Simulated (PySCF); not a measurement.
BBr3 (SMILES BrB(Br)Br), singlet, at a GFN2-xTB geometry. Base run: DF-SVWN5/aug-cc-pVDZ in PySCF.

Input for PySCF:
```python
from pyscf import gto, scf, dft

mol = gto.Mole()
mol.atom = '''
    B     0.018083   -0.019782   -0.037610
    Br   -1.507311   -1.111182   -0.137553
    Br    0.019712    1.666704   -0.864490
    Br    1.485016   -0.552696    1.007416
'''
mol.basis = 'aug-cc-pvdz'
mol.charge = 0
mol.spin = 0
mol.verbose = 4
mol.build()

mf = dft.RKS(mol)
mf.xc = 'lda,vwn'
mf = mf.density_fit(auxbasis='def2-universal-jkfit')
mf.kernel()
```

Variants of this job, named by their change:

```json
[
 {"change": "base", "basis functions": "131", "E (Eh)": "-7736.44187", "HOMO (eV)": "-7.16", "HOMO-LUMO gap (eV)": "4.01", "dipole (D)": "0.00", "core-seconds (rough)": "10"},
 {"change": "basis = STO-3G", "basis functions": "59", "E (Eh)": "-7651.15124", "HOMO (eV)": "-4.18", "HOMO-LUMO gap (eV)": "4.45", "dipole (D)": "0.06", "core-seconds (rough)": "2"},
 {"change": "basis = 3-21G", "basis functions": "75", "E (Eh)": "-7699.20538", "HOMO (eV)": "-6.71", "HOMO-LUMO gap (eV)": "4.08", "dipole (D)": "0.02", "core-seconds (rough)": "3"},
 {"change": "basis = pc-1", "basis functions": "95", "E (Eh)": "-7736.30257", "HOMO (eV)": "-7.10", "HOMO-LUMO gap (eV)": "4.09", "dipole (D)": "0.00", "core-seconds (rough)": "7"},
 {"change": "basis = cc-pVDZ", "basis functions": "95", "E (Eh)": "-7736.43394", "HOMO (eV)": "-6.96", "HOMO-LUMO gap (eV)": "4.09", "dipole (D)": "0.00", "core-seconds (rough)": "5"},
 {"change": "basis = pcseg-1", "basis functions": "95", "E (Eh)": "-7735.67841", "HOMO (eV)": "-7.11", "HOMO-LUMO gap (eV)": "4.11", "dipole (D)": "0.00", "core-seconds (rough)": "8"},
 {"change": "basis = 6-31G*", "basis functions": "110", "E (Eh)": "-7735.58793", "HOMO (eV)": "-7.07", "HOMO-LUMO gap (eV)": "4.03", "dipole (D)": "0.01", "core-seconds (rough)": "6"},
 {"change": "basis = def2-SVP", "basis functions": "110", "E (Eh)": "-7735.56213", "HOMO (eV)": "-6.94", "HOMO-LUMO gap (eV)": "4.06", "dipole (D)": "0.00", "core-seconds (rough)": "6"},
 {"change": "basis = aug-pcseg-1", "basis functions": "131", "E (Eh)": "-7735.68473", "HOMO (eV)": "-7.19", "HOMO-LUMO gap (eV)": "3.97", "dipole (D)": "0.00", "core-seconds (rough)": "10"},
 {"change": "basis = def2-SVPD", "basis functions": "143", "E (Eh)": "-7735.57325", "HOMO (eV)": "-7.16", "HOMO-LUMO gap (eV)": "3.95", "dipole (D)": "0.00", "core-seconds (rough)": "9"},
 {"change": "basis = 6-311G**", "basis functions": "150", "E (Eh)": "-7736.44000", "HOMO (eV)": "-7.14", "HOMO-LUMO gap (eV)": "4.01", "dipole (D)": "0.00", "core-seconds (rough)": "10"},
 {"change": "basis = pcseg-2", "basis functions": "159", "E (Eh)": "-7736.70739", "HOMO (eV)": "-7.17", "HOMO-LUMO gap (eV)": "4.03", "dipole (D)": "0.00", "core-seconds (rough)": "20"},
 {"change": "basis = cc-pVTZ", "basis functions": "159", "E (Eh)": "-7736.66982", "HOMO (eV)": "-7.15", "HOMO-LUMO gap (eV)": "4.03", "dipole (D)": "0.00", "core-seconds (rough)": "10"}
]
```

Totals compare only among sets that treat the same electrons; sets with core potentials leave the core out.
